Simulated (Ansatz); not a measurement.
Ansatz (an electronic-structure program) input (r2SCAN/def2-TZVPD):

Ansatz 0.2 input:
```yaml
crystal:
  periodic: [false, false, false]
  atoms:
    - {symbol: Au, position_ang: [0.03646428, -0.03590575, 0.02555565]}
    - {symbol: Cl, position_ang: [-0.32712188, 1.73879753, -1.54756107]}
    - {symbol: O, position_ang: [-0.06694322, -2.19972517, 2.06138289]}
    - {symbol: C, position_ang: [0.53598991, -1.52086713, 1.29976310]}
basis:
  gaussian:
    orbitals: def2-TZVPD
hamiltonian:
  xc: {name: r2SCAN}
total_charge: -1
magnetization: {spin_polarized: true, initial_magnetization: 1}
output: {forces: true}
```

End of the output:

```
mean field: 0.76 GiB planned
mean field evaluation 1: about -19298.1070 eV, gradient 3.9e1 eV
mean field evaluation 2: about -19264.7913 eV, gradient 9.5e1 eV
mean field evaluation 4: about -19303.6478 eV, gradient 1.2e1 eV
mean field evaluation 8: about -19304.1444 eV, gradient 1.0e-1 eV
mean field evaluation 16: about -19304.1367 eV, gradient 2.2e-3 eV
mean field -19304.13674256 eV, -709.4139404751 hartree, gradient 7.7e-5 eV, S^2 0.756553; 0 other end points of the search recorded, 0 dependent functions left out
the calculation of the forces begins
reference -19304.13677700 eV, -709.4139417409 hartree; 26, 25 occupied and 140, 141 virtual orbitals, 1006 factors
Total energy: -19304.13677700 eV, -709.4139417409 hartree
Atom 0 at     0.036464    -0.035906     0.025556 Å, force     0.104345    -0.228041     0.189722 eV/Å
Atom 1 at    -0.327122     1.738798    -1.547561 Å, force     0.034451    -0.157206     0.138865 eV/Å
Atom 2 at    -0.066943    -2.199725     2.061383 Å, force    -0.061942    -0.099014     0.105484 eV/Å
Atom 3 at     0.535990    -1.520867     1.299763 Å, force    -0.076854     0.484261    -0.434071 eV/Å
Dipole moment:     0.095653    -0.181912     0.148670 e Å
```

The spin state was set by rule; other spins were not relaxed.
